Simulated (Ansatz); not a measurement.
CH₇OSi₂ (`O[SiH2]C[SiH2]`) radical, 11 atoms. The species carries charge 0 and has multiplicity 2. All runs use 4 threads of an Arm Neoverse V1 on a shared host. Correlated methods freeze the cores. Open-shell runs search over several starts.

(1) Give the basis size and wall time and peak host memory of each of these runs in Ansatz. UKS ωB97M-V/def2-QZVPP energy; direct RPA on PBE orbitals/def2-TZVPP energy; UKS ωB97M-V/def2-SVP energy; UHF-CCSD(T)/def2-TZVPP energy; UKS PBE0-D4/def2-TZVP frequencies; UKS B2PLYP (frozen core)/def2-TZVPP energy; UKS PBE0-D4/def2-QZVPP energy; UHF-CCSD(T)/def2-SVP energy; UKS PBE0-D4/def2-TZVP relaxation (15 steps); UHF-MP2/def2-QZVPP energy; UKS CAM-B3LYP-D4/def2-TZVPP energy; UKS BLYP-D4/def2-TZVPP energy. (Estimate.)

## Answers

(1) Computed: Other jobs shared the machine, so times are rough.

| level | job | functions | wall time | peak host memory (GiB) |
| --- | --- | --- | --- | --- |
| UKS BLYP-D4/def2-TZVPP | energy | 244 | 3.2 s | 0.37 |
| direct RPA on PBE orbitals/def2-TZVPP | energy | 244 | 6 s | 0.75 |
| UKS ωB97M-V/def2-SVP | energy | 99 | 6.5 s | 0.48 |
| UKS CAM-B3LYP-D4/def2-TZVPP | energy | 244 | 6.5 s | 0.93 |
| UKS B2PLYP (frozen core)/def2-TZVPP | energy | 244 | 7.5 s | 0.74 |
| UHF-CCSD(T)/def2-SVP | energy | 99 | 10 s | 0.74 |
| UKS PBE0-D4/def2-QZVPP | energy | 464 | 17 s | 2.2 |
| UHF-MP2/def2-QZVPP | energy | 464 | 31 s | 2.8 |
| UKS ωB97M-V/def2-QZVPP | energy | 464 | 35 s | 2.8 |
| UKS PBE0-D4/def2-TZVP | relaxation (15 steps) | 178 | 59 s | 0.51 |
| UKS PBE0-D4/def2-TZVP | frequencies | 178 | 2.4 min | 0.51 |
| UHF-CCSD(T)/def2-TZVPP | energy | 244 | 20 min | 4.4 |
